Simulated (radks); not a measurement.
Task: Species: Pr II. Configuration: [Xe] 4f1 5d1 6s2 (not the ground configuration). Method: scalar-relativistic Kohn-Sham, LDA (Slater exchange, Perdew-Wang correlation), spin-polarised, spherical densities, point nucleus; open shells are filled with parallel spins first (spin-orbit coupling, left out, can overturn this in heavy ions); computed with a radial shooting solver on a logarithmic mesh with Libxc functionals. Some entries of the table are withheld. Estimate them.

orbital  occ.  eigenvalue (hartree)  r(max) (bohr)  <r^2> (bohr^2)
1s down     1             -1536.014        0.01543       0.0007907
1s up       1             -1536.014        0.01543       0.0007907
2s up       1             -247.8704        0.08733         0.01255
2s down     1             -247.8685        0.08733         0.01255
2p up       3             -221.9747        0.07029         0.01002
2p down     3             -221.9733        0.07029         0.01002
3s up       1             -54.21091         0.2494         0.08500
3s down     1             -54.19797         0.2494         0.08498
3p up       3             -46.00937         0.2441         0.08498
3p down     3             -45.99648         0.2441         0.08495
3d up       5             -34.46070         0.2005         0.07231
3d down     5             -34.45002         0.2005         0.07228
4s up       1             -11.46655         0.5780          0.4339
4s down     1             -11.43370         0.5779          0.4339
4p up       3              -8.77035         0.6029          0.4886
4p down     3              -8.73759         0.6028          0.4886
4d up       5              -4.90809         0.6321          0.5964
4d down     5              -4.87541         0.6320          0.5964
5s up       1              -2.00443          1.314           2.337
5s down     1              -1.97443          1.315           2.339
5p up       3                   (1)          1.470           3.087
5p down     3                   (2)          1.470           3.097
4f up       1              -0.79634         0.6614           1.139
4f down     0              -0.76382         0.6615           1.144
5d up       1              -0.43784          1.944           6.609
5d down     0              -0.41341          1.951           6.827
6s up       1              -0.38233          3.241           14.56
6s down     1              -0.36920          3.284           15.05

Result: 
(1) 5p up eigenvalue (hartree): -1.29941
(2) 5p down eigenvalue (hartree): -1.27014
